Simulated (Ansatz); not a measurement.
Ligand exchange: SiH2Br2 + C2H5Br → SiH2(CH3)Br + CH2Br2

Species: SiH2Br2 (dibromosilane) `Br[SiH2]Br`, singlet; C2H5Br (bromoethane) `CCBr`, singlet; SiH2(CH3)Br, singlet; CH2Br2 (dibromomethane) `BrCBr`, singlet. The partners trade Br for CH3: Si–Br and C–CH3 bonds give way to Si–CH3 and C–Br.

Shapes, held fixed at every level: PBE0-D4/def2-TZVP. Programs: Ansatz 0.2.0. The zero-point and thermal change to 298 K, harmonic and unscaled (PBE0-D4/def2-TZVP), is -5.7 kJ/mol.

(1) Estimate ΔH(298 K) of this reaction.

Answers

(1) The highest level, CCSD(T)/def2-TZVPP, gives ΔH(298 K) = +110.4 kJ/mol; the levels span +109.6 to +125.8. The column of differences is taken from that level and isn't an error. No measured value is set beside it here. Relativity is left out for Br unless named. Correlated rows may include outer-core shells of Br, which these sets cover unevenly.

```json
{"level": "HF/def2-TZVPP", "kind": "Hartree–Fock", "ΔH(298 K) (kJ/mol)": "+125.8", "less CCSD(T)/def2-TZVPP": "+15.4"}
{"level": "SPW92/def2-TZVPP", "kind": "LDA", "ΔH(298 K) (kJ/mol)": "+109.6", "less CCSD(T)/def2-TZVPP": "-0.8"}
{"level": "B3LYP-D4/def2-TZVPP", "kind": "global hybrid", "ΔH(298 K) (kJ/mol)": "+110.2", "less CCSD(T)/def2-TZVPP": "-0.2"}
{"level": "wB97M-V/def2-TZVPP", "kind": "range-separated hybrid", "ΔH(298 K) (kJ/mol)": "+112.4", "less CCSD(T)/def2-TZVPP": "+2.0"}
{"level": "MP2/def2-TZVPP", "kind": "perturbation theory", "ΔH(298 K) (kJ/mol)": "+112.8", "less CCSD(T)/def2-TZVPP": "+2.4"}
{"level": "CCSD(T)/def2-SVP", "kind": "coupled cluster or CI", "ΔH(298 K) (kJ/mol)": "+123.6", "less CCSD(T)/def2-TZVPP": "+13.2"}
{"level": "CCSD/def2-TZVPP", "kind": "coupled cluster or CI", "ΔH(298 K) (kJ/mol)": "+112.6", "less CCSD(T)/def2-TZVPP": "+2.2"}
{"level": "CCSD(T)/def2-TZVPP", "kind": "coupled cluster or CI", "ΔH(298 K) (kJ/mol)": "+110.4", "less CCSD(T)/def2-TZVPP": "0.0"}
```
